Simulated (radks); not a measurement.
Charge is removed step by step from the 3p3/2 level of the gallium ion Ga3+, starting from [Ne] 3s2 3p(1/2: 2, 3/2: 4) 3d10. Method: Dirac Kohn-Sham, LDA (Slater exchange, Perdew-Wang correlation), spin-unpolarised, spherical densities, finite nucleus; Fermi nuclear charge, rms radius 3.9973 fm; computed with a radial shooting solver on a logarithmic mesh with Libxc functionals.

removed (e)  E - E(0) (eV)  eigenvalue (eV)  E minus straight line (eV)
0                    0.000          -131.20                       0.000
0.25                33.550          -137.22                      -2.319
0.5                 68.624          -143.39                      -3.114
0.75                105.25          -149.68                      -2.352
1                   143.48          -156.10                       0.000

Removing the whole electron costs 143.48 eV by Delta-SCF, against 131.20 eV from minus the eigenvalue at the starting occupation. Slater's transition state (half an electron removed) gives 143.39 eV. Integrating minus the eigenvalue over the occupation (Janak's theorem) gives 143.48 eV. The mean slope of the eigenvalue, de/dn, is 24.9 eV per electron.
